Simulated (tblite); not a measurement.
C₂H₆NSi₂ (doublet state).
Geometry (GFN2-xTB, Å), atoms numbered from 1 in this order:
```
atom  x, y, z in Å
N1     2.5939   -0.7212    1.3356
C2     1.8930   -0.5611    0.4431
Si3    0.7392   -0.2924   -0.9993
C4    -0.6530    0.8393   -0.3640
Si5   -1.6215    0.1681    1.1314
H6     0.2326   -1.6121   -1.3838
H7     1.5460    0.3163   -2.0606
H8    -0.2263    1.8089   -0.1009
H9    -1.3414    1.0261   -1.1898
H10   -0.8223    0.0961    2.3454
H11   -2.3347   -1.0654    0.8169
```

Calculated harmonic vibrations of the isolated species, GFN2-xTB (tblite), most abundant isotopes, no scaling. Against measured fundamentals such values can be off by several per cent, at times by over 20. Modes of hydrogen on silicon can be 10 to 20 % off. One conformer, not necessarily the lowest. Open shells enter through the occupations alone, without spin polarisation, and single modes of such species can be off by tens of per cent.

Harmonic wavenumbers (cm⁻¹): 43.8, 94.8, 132.1, 182.0, 259.0, 330.1, 449.2, 467.2, 519.7, 557.0, 607.8, 630.4, 694.7, 727.7, 754.9, 768.8, 787.8, 1028.2, 1130.5, 1448.7, 2241.9, 2254.3, 2285.3, 2325.6, 2345.5, 2962.9, 2973.0.

A = 4397, B = 1889, C = 1430 MHz; mass 100.004 u (most abundant isotopes); point group C1, symmetry number 1; spin multiplicity 2.

Task: Zero-point energy?

Result: Half the sum of the wavenumbers: 14501 cm⁻¹ = 173.48 kJ/mol.

Task: Entropy at 298.15 K, 1 bar (ideal gas, RRHO, classical rotation)?

Result: Translation 166.29, rotation 115.87, vibration 91.01, spin (R ln 2) 5.76: S = 378.9 J/(mol K).

Task: And Cp and H(298.15 K) − H(0)?

Result: Cp = 127.45 J/(mol K), of which vibrations give 94.19 (their classical limit is 27 R = 224.5); H(298.15 K) − H(0) = 24.26 kJ/mol without the zero-point energy, 14.35 from vibrations.

Task: Which modes carry the vibrational entropy at 298.15 K?

Result: 43.8 cm⁻¹: 21.25; 94.8 cm⁻¹: 14.89; 132.1 cm⁻¹: 12.20; 182.0 cm⁻¹: 9.66; 259.0 cm⁻¹: 6.98; 330.1 cm⁻¹: 5.27 J/(mol K); the other 21 give 20.76 together.

Task: How do the functions run with temperature in this model?

Result: 
```tsv
T (K)	S (J/(mol K))	Cp (J/(mol K))	H − H(0) (kJ/mol)	G − H(0) (kJ/mol)	ln q(vib)
100	278.4	65.8	4.90	-22.94	1.33
200	333.9	98.7	13.10	-53.68	3.25
300	379.7	127.9	24.50	-89.42	5.19
500	454.5	164.4	54.09	-173.17	8.96
800	539.2	195.9	108.52	-322.85	13.96
1000	584.5	209.9	149.17	-435.34	16.89
```

q(vib) and H(0) count from the zero-point level.

Hindered rotation and anharmonicity are outside this model. Other conformers, if any are populated, would add a mixing term that is left out. The structure is chiral; the term R ln 2 for an equal mix with its mirror image is left out.
